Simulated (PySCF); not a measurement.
**C4H9FNSi2: g tensor and hyperfine couplings**

C4H9FNSi2 (doublet state).
Cartesian coordinates in Å at the GFN2-xTB level; atoms count from 1:
```xyz
17
C4H9FNSi2 angstrom
C     -2.9750    0.1680    0.2681
Si    -1.4489   -0.2562   -0.7722
C     -0.0040   -0.3432    0.3901
C      1.3467   -0.5640   -0.0853
F      1.3995   -0.9488   -1.4226
Si     2.2791    1.1897   -0.0488
C      2.1271   -1.4490    0.7289
N      2.7461   -2.1082    1.4317
H     -2.8584    1.1139    0.7887
H     -3.1762   -0.5960    1.0130
H     -3.8534    0.2482   -0.3637
H     -1.6372   -1.5361   -1.4697
H     -1.2146    0.7956   -1.7784
H     -0.0989   -0.2781    1.4625
H      1.4820    1.9973   -0.9623
H      3.6358    0.9524   -0.5326
H      2.2433    1.6264    1.3427
```

The hyperfine couplings belong to this conformer and change with its torsions.

Identity: `C[SiH2][CH][C@@](F)([SiH3])C#N` [radical].

Method: PySCF, UKS B3LYP, pcH-1 on C F H N Si, non-relativistic, mean-field spin-orbit, GIAO. Isolated species at its GFN2-xTB geometry (one conformer only). Couplings are sensitive to structure, and on GFN2-xTB geometries they can be far from those on DFT ones. The SCF solution wasn't tested for stability.

| Item | Value |
| --- | --- |
| g1, g2, g3 | 2.00192, 2.00282, 2.00297 |
| g_iso | 2.00257 |
| Form of g | close to axial: the two nearest values differ by 14 % of g3 − g1 |
| ⟨S²⟩ | 0.7540 (exact 0.7500) |
| α and β electrons | 39, 38 |

Hyperfine couplings atom by atom, in MHz; T1 to T3 are the principal values of the dipolar part; ρ(0) is the spin density at the nucleus:

| atom | isotope | a_iso | of which spin–orbit | T1 | T2 | T3 | Mulliken spin population | ρ(0) (bohr⁻³) |
| --- | --- | --- | --- | --- | --- | --- | --- | --- |
| C1 | 13C | -0.9 | 0.0 | -0.6 | -0.2 | 0.8 | 0.00 | -0.0008 |
| Si2 | 29Si | 42.2 | -0.1 | -2.2 | 0.1 | 2.1 | -0.04 | -0.0476 |
| C3 | 13C | 75.9 | -0.1 | -71.7 | -71.0 | 142.7 | 0.94 | 0.0676 |
| C4 | 13C | -16.3 | 0.0 | -4.7 | -0.4 | 5.1 | -0.05 | -0.0145 |
| F5 | 19F | 48.0 | 0.1 | -23.0 | -22.8 | 45.8 | 0.01 | 0.0114 |
| Si6 | 29Si | -110.2 | 0.1 | -21.7 | 9.8 | 11.9 | 0.07 | 0.1241 |
| C7 | 13C | 66.9 | 0.0 | -2.9 | -2.3 | 5.2 | 0.02 | 0.0595 |
| N8 | 14N | 0.1 | 0.0 | -0.9 | -0.1 | 1.1 | -0.01 | 0.0004 |
| H9 | 1H | -0.2 | 0.0 | -2.0 | -1.8 | 3.8 | 0.00 | -0.0001 |
| H10 | 1H | -0.1 | 0.0 | -1.9 | -1.8 | 3.6 | 0.00 | 0.0000 |
| H11 | 1H | -1.7 | 0.0 | -1.1 | -1.0 | 2.1 | 0.00 | -0.0004 |
| H12 | 1H | 66.7 | 0.0 | -3.1 | -1.6 | 4.7 | 0.04 | 0.0149 |
| H13 | 1H | 54.7 | 0.0 | -3.1 | -1.8 | 4.9 | 0.03 | 0.0122 |
| H14 | 1H | -53.3 | 0.0 | -34.2 | -0.4 | 34.6 | -0.04 | -0.0119 |
| H15 | 1H | -3.3 | 0.0 | -3.5 | -1.6 | 5.1 | 0.00 | -0.0007 |
| H16 | 1H | 40.8 | 0.0 | -2.4 | -0.8 | 3.2 | 0.03 | 0.0091 |
| H17 | 1H | -4.2 | 0.0 | -3.2 | -1.6 | 4.8 | 0.00 | -0.0009 |

The largest Mulliken spin populations are on C3 (+0.94) and Si6 (+0.07). C3 is the only atom above +0.15. The angles at C3 add up to 359.9°, so it is planar; its axial dipolar tensor and the negative coupling of its proton fit spin in a p orbital normal to that plane.

Under fast tumbling the dipolar parts average out, and these isotropic splittings remain: 1 × 1H (H12, I = 1/2, 2 lines) with 2.38 mT, 1 × 1H (H13, I = 1/2, 2 lines) with 1.95 mT, 1 × 1H (H14, I = 1/2, 2 lines) with 1.90 mT, 1 × 19F (F5, I = 1/2, 2 lines) with 1.71 mT and 3 × 1H (H15/H16/H17, I = 1/2, 4 lines) with 0.40 mT.

Means are taken over nuclei equivalent by connectivity, which assumes that they swap fast. The three 1H nuclei of mean +11.1 MHz run from -4.2 to 40.8 MHz in the frozen geometry.

The 13C coupling of C3 (75.9 MHz) shows only in satellite lines or after enrichment, since that isotope makes up about 1.07 % of natural carbon.

The 29Si coupling of Si6 (-110.2 MHz) shows only in satellite lines or after enrichment, since that isotope makes up about 4.7 % of natural silicon.

The spin density at the nucleus, in bohr⁻³, is negative for Si2 (-0.0476), C4 (-0.0145) and H14 (-0.0119), for instance. A restricted open-shell determinant has no negative spin density anywhere; here it arises because α and β orbitals differ (spin polarisation).
